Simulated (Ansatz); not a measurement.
`C#[C][Zr]([Cl])([C]#C)[C]#C`, charge 0, multiplicity 1.

Q: Give a relaxed structure at PBE0-D4/def2-TZVP (the Gaussian-basis code of Ansatz). (Best estimate.)

A: Ansatz gave: 
```xyz
11

C    -0.305    3.183    0.181
C     0.050    2.021    0.236
Zr    0.652   -0.055    0.317
Cl    2.738   -0.233    1.328
C     0.743   -0.845   -1.695
C     0.775   -1.285   -2.828
C    -0.811   -1.173    1.451
C    -1.646   -1.798    2.077
H    -0.618    4.202    0.132
H     0.801   -1.670   -3.823
H    -2.380   -2.346    2.624
```
Point group C3v.
This is one stationary point; other conformers may exist.
